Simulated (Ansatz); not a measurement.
Consider the isomerisation: `C[SiH]([AlH2])O[SiH3]` → `C[SiH2][AlH][O][SiH3]`.

Calculated with Ansatz (gas phase, PBE0-D4/def2-TZVP geometries, no zero-point term in ΔE). CCSD(T)/CBS adds triple-zeta CCSD(T) − MP2 to the extrapolated MP2 energy (def2 sets, frozen cores). Functionals use def2-TZVPP. Each species was taken in one conformer, which may not be the lowest.

| species | ωB97X-V energy (Eh) |
| --- | --- |
| `C[SiH]([AlH2])O[SiH3]` | -940.13553 |
| `C[SiH2][AlH][O][SiH3]` | -940.16136 |

Q: Work out ΔE.

A: ΔE = (-940.16136) − (-940.13553) = -0.02583 Eh = -67.8 kJ/mol. CCSD(T)/CBS gives -69.6 kJ/mol.

Largest T1 diagnostic among the species: 0.012.

In def2-TZVPP, CCSD(T) changes the Hartree–Fock value by −8.0 kJ/mol (the triples alone add −1.0 kJ/mol) and MP2 by −9.5 kJ/mol.
